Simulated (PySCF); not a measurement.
Simulation results for BH$_{4}$Si

Calculation on a computer-drawn molecule: vertical ionisation energy to the stated ion spin, frozen-core CCSD(T) at the basis limit and cheaper methods, single-reference cases, UHF for radicals, no spin-orbit; all values are single points at the evaluated structure, the first of each entry, which is the reference or a displaced copy of it and isn't optimised; the reference structure only sets the zero of the energies above reference; triples share is (T) over the correlation energy. Program: PySCF 2.14.0.

Common to all runs: charge 1; multiplicity 1; ion multiplicity 2; diffuse functions no; basis cc-pV(n+d)Z; reference is the Hartree-Fock double-zeta minimum; best is HF at quadruple zeta + MP2 correlation extrapolated from triple and quadruple zeta + CCSD(T) minus MP2 at triple zeta; basis step is the size of the change from the same recipe one zeta lower.

(1) 
```xyz
6
formula=BH4Si ionisation_energy_best=17.44 ionisation_energy_basis_step=0.03591 energy_above_reference_best=5.733 energy_above_reference_basis_step=0.1573 ionisation_energy_Koopmans_at_triple_zeta=17.45 ionisation_energy_EOM_CCSD_at_triple_zeta=17.39 total_energy_HF_triple_zeta=-315.6212 total_energy_CCSD(T)_triple_zeta=-315.8557 total_energy_best=-315.8832 T1_diagnostic_at_triple_zeta=0.0109 D1_diagnostic_at_triple_zeta=0.01985 ion_T1_diagnostic_at_triple_zeta=0.01599 ion_D1_diagnostic_at_triple_zeta=0.04422 ion_spin_squared_at_triple_zeta=0.7651 triples_share_at_triple_zeta=0.02555 basis_functions_triple_zeta=125
B     -1.6619    -2.1994    -1.7130
Si    -1.7699    -0.1651    -1.0658
H     -2.6683    -2.6434    -2.1430
H     -0.5352    -2.5970    -1.6476
H     -2.1084     0.0761     0.2555
H     -1.7123     0.9578    -1.9610
```

Units: ionisation_energy_best, ionisation_energy_basis_step, ionisation_energy_Koopmans_at_triple_zeta, ionisation_energy_EOM_CCSD_at_triple_zeta in eV; energy_above_reference_best, energy_above_reference_basis_step in kcal/mol; total_energy_HF_triple_zeta, total_energy_CCSD(T)_triple_zeta, total_energy_best in hartree.

Reference structure:
```xyz
6
BH4Si
B     -1.6094    -2.0972    -1.7185
Si    -1.7794    -0.1666    -1.1020
H     -2.5928    -2.6523    -2.0927
H     -0.5326    -2.6014    -1.6823
H     -2.0685     0.1946     0.2902
H     -1.6218     0.9710    -2.0147
```

Drawn bonds:
| atom | other atom | order |
| --- | --- | --- |
| 1 | 2 | 1 |
| 1 | 3 | 1 |
| 1 | 4 | 1 |
| 2 | 5 | 1 |
| 2 | 6 | 1 |

Triple zeta:
| method | ionisation energy (eV) | energy above reference (kcal/mol) |
| --- | --- | --- |
| HF | 16.42 | 5.069 |
| PBE | 17.09 | 6.792 |
| r2SCAN | 17.13 | 6.531 |
| B3LYP | 17.24 | 5.995 |
| wB97X | 17.24 | 6.031 |
| MP2 | 17.29 | 5.5 |
| CCSD | 17.31 | 5.594 |
| CCSD(T) | 17.34 | 5.65 |

(2) 
```xyz
6
formula=BH4Si ionisation_energy_best=17.63 ionisation_energy_basis_step=0.03594 energy_above_reference_best=6.025 energy_above_reference_basis_step=0.0313 ionisation_energy_Koopmans_at_triple_zeta=17.72 ionisation_energy_EOM_CCSD_at_triple_zeta=17.58 total_energy_HF_triple_zeta=-315.6192 total_energy_CCSD(T)_triple_zeta=-315.8554 total_energy_best=-315.8828 T1_diagnostic_at_triple_zeta=0.01196 D1_diagnostic_at_triple_zeta=0.02361 ion_T1_diagnostic_at_triple_zeta=0.01794 ion_D1_diagnostic_at_triple_zeta=0.04451 ion_spin_squared_at_triple_zeta=0.7719 triples_share_at_triple_zeta=0.02651 basis_functions_triple_zeta=125
B     -1.6454    -2.0956    -1.8398
Si    -1.8802    -0.1354    -1.1074
H     -2.6290    -2.7006    -2.1452
H     -0.4873    -2.6313    -1.6895
H     -2.1445     0.1409     0.3786
H     -1.6877     0.9636    -1.9841
```

Units: ionisation_energy_best, ionisation_energy_basis_step, ionisation_energy_Koopmans_at_triple_zeta, ionisation_energy_EOM_CCSD_at_triple_zeta in eV; energy_above_reference_best, energy_above_reference_basis_step in kcal/mol; total_energy_HF_triple_zeta, total_energy_CCSD(T)_triple_zeta, total_energy_best in hartree.

Reference structure:
```xyz
6
BH4Si
B     -1.6094    -2.0972    -1.7185
Si    -1.7794    -0.1666    -1.1020
H     -2.5928    -2.6523    -2.0927
H     -0.5326    -2.6014    -1.6823
H     -2.0685     0.1946     0.2902
H     -1.6218     0.9710    -2.0147
```

Drawn bonds:
| atom | other atom | order |
| --- | --- | --- |
| 1 | 2 | 1 |
| 1 | 3 | 1 |
| 1 | 4 | 1 |
| 2 | 5 | 1 |
| 2 | 6 | 1 |

Triple zeta:
| method | ionisation energy (eV) | energy above reference (kcal/mol) |
| --- | --- | --- |
| HF | 16.67 | 6.3 |
| PBE | 17.23 | 5.283 |
| r2SCAN | 17.3 | 6.057 |
| B3LYP | 17.41 | 6.09 |
| wB97X | 17.44 | 6.148 |
| MP2 | 17.5 | 6.304 |
| CCSD | 17.5 | 5.974 |
| CCSD(T) | 17.53 | 5.861 |
